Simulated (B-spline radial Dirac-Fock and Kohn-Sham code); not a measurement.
**Elastic and transport cross sections of erbium for electrons**

The computed values come from a radial B-spline solver: relativistic (Dirac) partial waves in the static field of the Dirac-Fock atom with Furness-McCarthy exchange, without polarisation or absorption potentials. Below a few hundred eV the neglected polarisation potential matters, most of all at small angles. σ_tr1 and σ_tr2 weight the cross section with 1 − P₁ and 1 − P₂ of cos θ; "backward" is the share scattered beyond 90°.

| energy (eV) | σ (a₀²) | σ_tr1 (a₀²) | σ_tr2 (a₀²) | σ/σ_tr1 | backward (%) |
| --- | --- | --- | --- | --- | --- |
| 50 | 52.8 | 11.0 | 18.3 | 4.79 | 8.2 |
| 61.3 | 48.3 | 8.08 | 13.6 | 5.98 | 6.3 |
| 71.6 | 44.6 | 6.35 | 10.6 | 7.03 | 5.1 |
| 78.6 | 42.3 | 5.52 | 9.09 | 7.67 | 4.5 |
| 79.8 | 42.0 | 5.40 | 8.86 | 7.77 | 4.4 |
| 81.9 | 41.4 | 5.21 | 8.49 | 7.95 | 4.3 |
| 88.3 | ? | ? | ? | ? | ? |
| 90.1 | 39.1 | 4.59 | 7.29 | 8.53 | 3.8 |
| 94.6 | 38.0 | 4.33 | 6.78 | 8.78 | 3.6 |
| 95.3 | 37.8 | 4.29 | 6.71 | 8.81 | 3.6 |
| 100 | 36.7 | 4.08 | 6.27 | 9.01 | 3.5 |
| 155 | 28.1 | 3.43 | 4.88 | 8.19 | 3.8 |

**Question.** Fill in the row for 88.3 eV.

**Answer.** σ = 39.6 a₀², σ_tr1 = 4.70 a₀², σ_tr2 = 7.52 a₀², σ/σ_tr1 = 8.41, backward 3.9 %. The ratio σ/σ_tr1 is roughly the number of elastic collisions that randomise the direction.
